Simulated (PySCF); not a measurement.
BGeH4O, BGeH5O2, BClGeH3O, BClGeH4O and others (calculated)

All values are calculated (PySCF 2.14.0). Calculation on a computer-drawn molecule: the log of a Hartree-Fock and frozen-core CCSD(T) single point meant for a local Hartree-Fock minimum, with one planted fault or none, to be diagnosed. Offsets are logged minus clean, where the clean run is the same molecule without the fault. The reference is restricted for singlets and unrestricted otherwise, and also for a bond in bohr or an excited solution. Adding or removing an electron swaps singlet and doublet. The excited solution moves the top pair (singlet) or top alpha electron (doublet) to the lowest empty orbital. Highest occupied and lowest empty are orbital energies over both spins, largest force is the largest gradient component, triples share is (T) over the correlation energy, the T1 limit is 0.02 restricted and 0.045 unrestricted, electrons count all cores, a negative frequency is imaginary (commonest isotopes), and the dipole is about the centre of nuclear charge; on germanium a core potential holds 10 electrons, which the energies leave out, and 3d is frozen in MP2 and coupled-cluster steps.

Common to all runs: meant basis and core potential on germanium cc-pVDZ-PP ECP10MDF; logged SCF converged yes; possible faults no fault, one electron removed, one electron added, multiplicity raised by two, geometry at a saddle point, SCF held on an excited solution, minimal basis STO-3G, one bond length entered in bohr, all coordinates scaled.

(1) BGeH4O

Logged structure:
```xyz
7
BGeH4O
O     -1.3911    -0.8145    -1.4169
B     -0.2549    -1.3681    -1.8797
Ge     1.1747    -0.3155    -2.9574
H     -1.4835     0.1143    -1.5659
H     -0.1114    -2.5446    -1.6994
H      1.1972     1.2153    -2.8163
H      2.6054    -0.8586    -2.9531
```

- meant charge: 0
- meant multiplicity: 2
- meant basis: cc-pVDZ
- logged electrons: 49
- logged basis functions: 71
- logged spin squared: 0.9718
- logged highest occupied: -3.8333 eV
- logged lowest empty: -1.7314 eV
- logged largest force: 0.057934 hartree/bohr
- logged dipole magnitude: 4.3846 debye
- logged SCF stable within its kind: no
- logged energy HF: -395.08767 hartree
- planted fault: SCF held on an excited solution
- HF energy offset from clean run: 111.2 kcal/mol

Drawn bonds:
```
atom  other atom  order
   1           2      1
   2           3      1
   1           4      1
   2           5      1
   3           6      1
   3           7      1
```

Notes: coupled-cluster numbers left out as unreliable.

(2) BGeH5O2

Logged structure:
```xyz
9
BGeH5O2
O     -2.5739    -0.5914     0.2654
B     -1.2295    -0.5456     0.2976
Ge    -0.0398    -0.5571    -1.4377
O      1.4833    -1.4630    -1.1788
H     -2.9605    -0.6483    -0.5956
H     -0.7306    -0.4882     1.3879
H     -0.7891    -1.1746    -2.6390
H      0.4431     0.8393    -1.8361
H      1.3768    -2.3464    -0.8585
```

* meant charge: 0
* meant multiplicity: 1
* meant basis: cc-pVDZ
* logged electrons: 58
* logged basis functions: 90
* logged spin squared: 0
* logged highest occupied: -10.497 eV
* logged lowest empty: 2.2497 eV
* logged largest force: 1.562e-05 hartree/bohr
* logged lowest frequency: 37.883 cm⁻¹
* logged T1 diagnostic: 0.015084
* logged D1 diagnostic: 0.053814
* logged triples share: 0.023489
* logged CC converged: yes
* logged dipole magnitude: 2.4069 debye
* logged SCF stable within its kind: yes
* logged energy HF: -470.75324 hartree
* logged energy CCSD(T): -471.36162 hartree
* planted fault: no fault
* HF energy offset from clean run: 0 kcal/mol
* CCSD(T) energy offset from clean run: 0 kcal/mol

Drawn bonds:
```
atom  other atom  order
   1           2      1
   2           3      1
   3           4      1
   1           5      1
   2           6      1
   3           7      1
   3           8      1
   4           9      1
```

(3) BClGeH3O

Logged structure:
```xyz
7
BClGeH3O
O     -1.5041     0.9391    -1.0963
B     -2.2165     1.0528     0.0016
Cl    -2.2259     2.3369     1.1671
Ge    -3.5182    -0.5693     0.3654
H     -0.8971     1.6420    -1.3138
H     -4.9534    -0.6122    -0.1274
H     -3.1240    -1.7862     1.1827
```

- meant charge: 1
- meant multiplicity: 1
- meant basis: cc-pV(D+d)Z
- logged electrons: 64
- logged basis functions: 89
- logged spin squared: 2.0155
- logged highest occupied: -13.551 eV
- logged lowest empty: -8.6956 eV
- logged largest force: 0.061656 hartree/bohr
- logged T1 diagnostic: 0.021917
- logged D1 diagnostic: 0.10886
- logged triples share: 0.030672
- logged CC converged: yes
- logged dipole magnitude: 1.6711 debye
- logged SCF stable within its kind: yes
- logged energy HF: -853.86659 hartree
- logged energy CCSD(T): -854.39878 hartree
- planted fault: multiplicity raised by two
- HF energy offset from clean run: 79.33 kcal/mol
- CCSD(T) energy offset from clean run: 77.65 kcal/mol

Drawn bonds:
```
atom  other atom  order
   1           2      1
   2           3      1
   2           4      1
   1           5      1
   4           6      1
   4           7      1
```

(4) BClGeH4O

Logged structure:
```xyz
8
BClGeH4O
O     -0.0940     1.9486     2.5822
B      0.1806     1.1164     1.6427
Cl    -0.0789    -0.5336     2.0031
Ge     0.8782     1.6178    -0.1767
H      0.0515     2.8191     2.3680
H     -0.0469     1.1664    -1.2260
H      1.0252     3.0838    -0.2857
H      2.1923     1.0028    -0.4122
```

- meant charge: 0
- meant multiplicity: 1
- meant basis: cc-pV(D+d)Z
- logged electrons: 66
- logged basis functions: 94
- logged spin squared: 0
- logged highest occupied: -10.954 eV
- logged lowest empty: 3.008 eV
- logged largest force: 0.054107 hartree/bohr
- logged T1 diagnostic: 0.012787
- logged D1 diagnostic: 0.047124
- logged triples share: 0.024781
- logged CC converged: yes
- logged dipole magnitude: 2.2557 debye
- logged SCF stable within its kind: yes
- logged energy HF: -854.83543 hartree
- logged energy CCSD(T): -855.39733 hartree
- planted fault: all coordinates scaled, by -4.0 %
- HF energy offset from clean run: 8.817 kcal/mol
- CCSD(T) energy offset from clean run: 11.47 kcal/mol

Drawn bonds:
```
atom  other atom  order
   1           2      1
   2           3      1
   2           4      1
   1           5      1
   4           6      1
   4           7      1
   4           8      1
```

(5) BClGeH4O

Logged structure:
```xyz
8
BClGeH4O
O     -0.0979     2.0298     2.6898
B      0.1881     1.1629     1.7111
Cl    -0.0822    -0.5558     2.0865
Ge     0.9147     1.6852    -0.1841
H      0.0536     2.9366     2.4667
H     -0.0488     1.2150    -1.2770
H      1.0679     3.2123    -0.2976
H      2.2836     1.0445    -0.4293
```

- meant charge: 0
- meant multiplicity: 1
- meant basis: cc-pV(D+d)Z
- logged electrons: 66
- logged basis functions: 94
- logged spin squared: 2.0123
- logged highest occupied: -5.8762 eV
- logged lowest empty: -2.1172 eV
- logged largest force: 0.046519 hartree/bohr
- logged T1 diagnostic: 0.023561
- logged D1 diagnostic: 0.1364
- logged triples share: 0.027154
- logged CC converged: yes
- logged dipole magnitude: 4.2341 debye
- logged SCF stable within its kind: yes
- logged energy HF: -854.6597 hartree
- logged energy CCSD(T): -855.21877 hartree
- planted fault: multiplicity raised by two
- HF energy offset from clean run: 119.1 kcal/mol
- CCSD(T) energy offset from clean run: 123.5 kcal/mol

Drawn bonds:
```
atom  other atom  order
   1           2      1
   2           3      1
   2           4      1
   1           5      1
   4           6      1
   4           7      1
   4           8      1
```

(6) AlBGeH5O

Logged structure:
```xyz
9
AlBGeH5O
O     -1.1547     2.4461     0.9593
B     -0.4665     1.9087    -0.0763
Al     1.5429     2.3882    -0.7818
Ge    -1.5761     0.4896    -1.1918
H     -0.6822     3.0853     1.4705
H      2.7281     1.3306    -0.6281
H     -1.7587    -0.8112    -0.3919
H     -2.9707     1.0091    -1.5759
H     -0.8523     0.1116    -2.5002
```

- meant charge: 0
- meant multiplicity: 2
- meant basis: cc-pV(D+d)Z
- logged electrons: 62
- logged basis functions: 99
- logged spin squared: 0
- logged highest occupied: -14.362 eV
- logged lowest empty: -6.0624 eV
- logged largest force: 0.04452 hartree/bohr
- logged T1 diagnostic: 0.021669
- logged D1 diagnostic: 0.065586
- logged triples share: 0.03062
- logged CC converged: yes
- logged dipole magnitude: 10.592 debye
- logged SCF stable within its kind: yes
- logged energy HF: -637.48367 hartree
- logged energy CCSD(T): -637.9629 hartree
- planted fault: withheld

Drawn bonds:
```
atom  other atom  order
   1           2      1
   2           3      1
   2           4      1
   1           5      1
   3           6      1
   4           7      1
   4           8      1
   4           9      1
```

Notes: T1 above single-reference limit.

Questions
1. Which fault was planted in the run of AlBGeH5O (entry 6)?

Answers
1. one electron removed

Further results for AlBGeH5O (entry 6):

* HF energy offset from clean run: 158.2 kcal/mol
* CCSD(T) energy offset from clean run: 157.9 kcal/mol
